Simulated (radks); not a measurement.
Species: Sm II. Configuration: [Xe] 4f6 6s1. All-electron calculation, Dirac Kohn-Sham, exchange-only LDA, spin-unpolarised, spherical densities, finite nucleus; open shells are shared between the two j in proportion to 2j + 1; Fermi nuclear charge, rms radius 5.0819 fm. Program: a radial shooting solver on a logarithmic mesh with Libxc functionals.

Unscreened Slater integrals over Kohn-Sham orbitals (cm^-1). Large and small components are both included. Empty in this configuration: 5d3/2.

F0(4f7/2,4f7/2): 204880
F2(4f7/2,4f7/2): 93142
F4(4f7/2,4f7/2): 57670
F6(4f7/2,4f7/2): 41281
F0(4f7/2,4f5/2): 206650
F2(4f7/2,4f5/2): 94079
F4(4f7/2,4f5/2): 58273
G2(4f7/2,4f5/2): 93908
G4(4f7/2,4f5/2): 58173
G6(4f7/2,4f5/2): 41648
F0(4f7/2,6s1/2): 64788
G3(4f7/2,6s1/2): 2976.3
F0(4f7/2,5p3/2): 137290
F2(4f7/2,5p3/2): 49121
G2(4f7/2,5p3/2): 28718
G4(4f7/2,5p3/2): 21400
F0(4f7/2,5d3/2): 90702
F2(4f7/2,5d3/2): 22336
G3(4f7/2,5d3/2): 9756.1
G5(4f7/2,5d3/2): 7124.7
F0(4f5/2,4f5/2): 208450
F2(4f5/2,4f5/2): 95044
F4(4f5/2,4f5/2): 58896
F0(4f5/2,6s1/2): 64876
G3(4f5/2,6s1/2): 2863.5
F0(4f5/2,5p3/2): 137880
F2(4f5/2,5p3/2): 48886
G2(4f5/2,5p3/2): 28173
G4(4f5/2,5p3/2): 21067
F0(4f5/2,5d3/2): 90912
F2(4f5/2,5d3/2): 22029
G1(4f5/2,5d3/2): 13144
G3(4f5/2,5d3/2): 9445.1
F0(6s1/2,6s1/2): 50091
F0(6s1/2,5p3/2): 62114
G1(6s1/2,5p3/2): 5227.5
F0(6s1/2,5d3/2): 56261
G2(6s1/2,5d3/2): 19334
F0(5p3/2,5p3/2): 116770
F2(5p3/2,5p3/2): 62510
F0(5p3/2,5d3/2): 84620
F2(5p3/2,5d3/2): 37673
G1(5p3/2,5d3/2): 42812
G3(5p3/2,5d3/2): 25991
F0(5d3/2,5d3/2): 69560
F2(5d3/2,5d3/2): 34619
